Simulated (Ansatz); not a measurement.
Born–Oppenheimer molecular dynamics of ClGaH₆N₂S (11 atoms, charge 0, multiplicity 1). It starts at the highest image of a converged band. Of that band: The profile has 3 maxima (images 1, 3, 5) with wells between them (images 2, 4): this band takes more than one step, which may be the mechanism or a detour left from its start path. Neighbouring images differ by up to 1.3 eV, so the band resolves the path poorly. A vibrational analysis at the climbing image gives one clearly imaginary mode, 1274i cm⁻¹: a first-order saddle point.

Level of theory: RHF/def2-SVP in Ansatz 0.2.0.

```json
{
 "ensemble": "NVE (velocity Verlet)",
 "time step": "0.5 fs",
 "steps asked": "200",
 "starting velocities drawn for": "100 K",
 "seed": "9103"
}
```

First frame:

```xyz
11
Properties=species:S:1:pos:R:3
Ga -0.010 0.468 -0.166
Cl -0.273 -0.431 2.220
N 1.649 0.252 -0.874
H 1.902 -0.605 -1.327
H 2.463 0.705 -0.507
N -1.558 -0.107 -0.928
H -2.376 -0.302 -0.386
H -1.804 0.147 -1.865
S -0.111 2.489 1.149
H 1.205 2.660 1.307
H -0.236 1.101 2.102
```

How far do the bonds stretch over the last three quarters of this one trajectory? (Pairs bonded in most of those frames.)


| bond | mean (Å) | spread (Å) | shortest | longest |
| --- | --- | --- | --- | --- |
| Ga1–N3 | 1.822 | 0.006 | 1.81 | 1.83 |
| Ga1–N6 | 1.826 | 0.012 | 1.81 | 1.85 |
| Ga1–S9 | 2.251 | 0.057 | 2.18 | 2.37 |
| Cl2–H11 | 1.281 | 0.040 | 1.22 | 1.34 |
| N3–H4 | 1.002 | 0.013 | 0.98 | 1.02 |
| N3–H5 | 1.001 | 0.018 | 0.97 | 1.03 |
| N6–H7 | 1.001 | 0.013 | 0.98 | 1.02 |
| N6–H8 | 1.004 | 0.008 | 0.99 | 1.02 |
| S9–H10 | 1.339 | 0.021 | 1.31 | 1.37 |

Pairs bonded in part of these frames only: Ga1–Cl2 26 %.

Mean temperature of the second half: 582 K. The conserved energy stayed within 0.16 meV per atom of its start (net change 0.15 meV per atom), so the integration is sound. The kinetic energy rose, since the run started high on the potential surface and went downhill. It ends in pieces (ClH + GaH5N2S), so much of that is their flight and rotation, not heat. A run of 0.1 ps of so small a system gives no equilibrium averages. The orbitals stay closed-shell, which can raise the energy where a bond breaks towards radicals; this wasn't checked here.

The run took 4.4 min on 4 threads of Arm Neoverse V1, on a shared host, peak memory 0.32 GiB.
